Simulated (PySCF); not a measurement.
Molecule: Pb(OMe)(NH2), SMILES C[O][Pb][NH2] (CH5NOPb). Atoms near the plane z = 1.2 Å, at the B3LYP/def2-SVP optimised geometry (x, y, z in Å): Pb1 (-1.5, -1.4, 0.0), O2 (0.7, -1.4, 0.0), C3 (1.5, -0.3, 0.0), H4 (1.3, 0.4, 0.9), H5 (2.5, -0.6, 0.0), N7 (-1.7, 0.7, 0.0), H8 (-0.9, 1.4, 0.0), H9 (-2.5, 1.3, 0.0).

Method: B3LYP/def2-TZVP, def2 effective core potentials past Kr (PySCF). The core electrons that the potentials of Pb replace are not part of the density. The values are rescaled to run from 0 to 1.

```
|=======------------------------|
|=========----------------------|
|==========---------------------|
|==========---------------------|
|==========--====---------------|
|=========---=====--------------|
|=========----=====-------------|
|========-----=====-------------|
|========-----=====-------------|
|========-----======------------|
|=======--:::--=======----------|
|=======-::.::---===+==---------|
|======--:...::--=+#@#+=--------|
|======-::....:--=*@@@*=--------|
|======--:...:---=#@@@#=--------|
|========---======*@@@*=--------|
|=====+++*#%%%*+=-=*#*=---------|
|====++*#@@@@@@*=--=++=---------|
|===+++*%@@@@@@#=:::------------|
|===++*#@@@@@@@%=....::::-------|
|===+++*%@@@@@@#-.   ..:::------|
|====++*#@@@@@@*-.    .:::------|
|====+++*%@@@@%+-.   ..::::-----|
|=====+++*#%%#*+-:.....::::-----|
|=======+++***+=-:....:::::-----|
|========+++++==-:::::::::------|
|==============---:::::::-------|
|==============----:::::--------|
|=============------------------|
|=============------------------|
|============-------------------|
```
Scale: ten equal steps from 0.000 (start of ' ') to 1.00 (end of '@'), in the order ' .:-=+*#%@'; x runs from -5.00 to 5.00, y from -5.00 (bottom) to 5.00 (top).

**Question.** Which quantity is mapped?
A) log10 of the electron density
B) electron localisation function
C) electrostatic potential
D) deformation density (molecule minus spherical neutral atoms)

**Answer.** C, electrostatic potential. In full: electrostatic potential (hartree/e), clipped to [-0.08, 0.12].
